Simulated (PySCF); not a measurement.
## Electron correlation in S³⁺ (sulfur, charge +3)

[Ne] 3s2 3p1, 2P determinant. Computed with PySCF 2.14 in dyall-av2z, with the non-relativistic Hamiltonian (point nucleus). Frozen: [Ne]; 3 electrons correlated; the 16 highest virtual orbitals of each spin left out.

| level | correlation energy (mhartree) |
| --- | --- |
| CCSD | -63.48 |
| (T) | -0.62 |
| CCSD(T) | -64.10 |
| CCSDT | -64.34 |
| FCI | -64.34 |

Diagnostics: T1 = 0.0086, D1 = 0.0204, largest double amplitude 0.109, weight of the Hartree-Fock determinant in FCI 0.9542 (11774 determinants).

Is a single reference adequate?

Mostly. T1 lies below 0.03, but a double amplitude of this size points to a near-degeneracy that CCSD handles and MP2 describes poorly.
